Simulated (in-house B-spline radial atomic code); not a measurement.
A fraction x of an electron is removed from 2s in O⁴⁺, starting from [He] 2s2 and keeping the highest spin. Method: scalar-relativistic (X2C) LDA PW92, spin-polarised, spherical fractional occupations, Fermi nucleus of rms radius 2.6991 fm. Calculated with a B-spline radial code for spherical atoms.

| x | E(x) - E(0) (eV) | 2s down level (eV) |
| --- | --- | --- |
| 0 | 0.0000 | -102.254 |
| 0.09 | 9.2881 | -104.147 |
| 0.19 | 19.8074 | -106.236 |
| 0.27 | 28.3727 | -107.893 |
| 0.42 | 44.7870 | -110.953 |
| 0.5 | 53.7273 | -112.549 |
| 0.62 | 67.3737 | -114.876 |
| 0.66 | 71.9838 | -115.629 |
| 0.79 | 87.1693 | -117.961 |
| 0.93 | 103.8418 | -120.116 |
| 1 | 112.2686 | - |

The exact functional would give a straight line between the two integer points. Deviations E(x) - E(0) - x[E(1) - E(0)], in eV: -0.816 at x = 0.09, -1.524 at x = 0.19, -1.94 at x = 0.27, -2.366 at x = 0.42, -2.407 at x = 0.5, -2.233 at x = 0.62, -2.113 at x = 0.66, -1.523 at x = 0.79, -0.568 at x = 0.93.

The curve lies below the straight line by up to 2.407 eV (at x = 0.5): convex, the delocalisation error that favours fractional charges.

(1) How well does Slater's transition state (minus the level at half occupation) give the ionisation energy?

Results:

(1) It gives 112.549 eV against 112.269 eV from the two total energies; NIST lists 113.90 eV, ground level to ground level.
